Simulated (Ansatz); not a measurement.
Ansatz (a first-principles code) input:

Ansatz 0.2 input:
```yaml
crystal:
  periodic: [false, false, false]
  atoms:
    - {symbol: C, position_ang: [-2.53984041, -0.12566073, -0.68907095]}
    - {symbol: C, position_ang: [-1.30014304, -0.23670228, 0.10983297]}
    - {symbol: C, position_ang: [-0.78000917, 1.10848590, 0.67983784]}
    - {symbol: C, position_ang: [0.75619431, 0.96514235, 0.80314120]}
    - {symbol: C, position_ang: [1.10673715, -0.43752812, 0.26002583]}
    - {symbol: C, position_ang: [2.47646885, -0.52538300, -0.39763931]}
    - {symbol: C, position_ang: [-0.06805458, -0.76689932, -0.66420078]}
    - {symbol: H, position_ang: [-2.63963634, 0.66173984, -1.42638954]}
    - {symbol: H, position_ang: [-3.31571057, -0.87707109, -0.64683730]}
    - {symbol: H, position_ang: [-1.47149061, -0.92680227, 0.94277014]}
    - {symbol: H, position_ang: [-1.26308971, 1.34696339, 1.62747961]}
    - {symbol: H, position_ang: [-1.03437184, 1.91333006, -0.01313685]}
    - {symbol: H, position_ang: [1.10630427, 1.09518372, 1.82803948]}
    - {symbol: H, position_ang: [1.25819203, 1.72677367, 0.20159188]}
    - {symbol: H, position_ang: [1.07674826, -1.14686645, 1.09486410]}
    - {symbol: H, position_ang: [3.27090902, -0.26085300, 0.30410321]}
    - {symbol: H, position_ang: [2.54064382, 0.16040029, -1.24676827]}
    - {symbol: H, position_ang: [2.67941683, -1.53367949, -0.76523731]}
    - {symbol: H, position_ang: [0.03200821, -0.21958041, -1.60798361]}
    - {symbol: H, position_ang: [-0.14804178, -1.82826708, -0.90405644]}
basis:
  gaussian:
    orbitals: def2-TZVPD
hamiltonian:
  xc: {name: B2PLYP}
magnetization: {spin_polarized: true, initial_magnetization: 1}
correlation: {electrons: outside_noble_gas}
```

Question: Which total energy does the run end on?

Answer: -274.33347 Eh (B2PLYP/def2-TZVPD). The basis has 376 functions.

It need not be the lowest isomer of its formula.
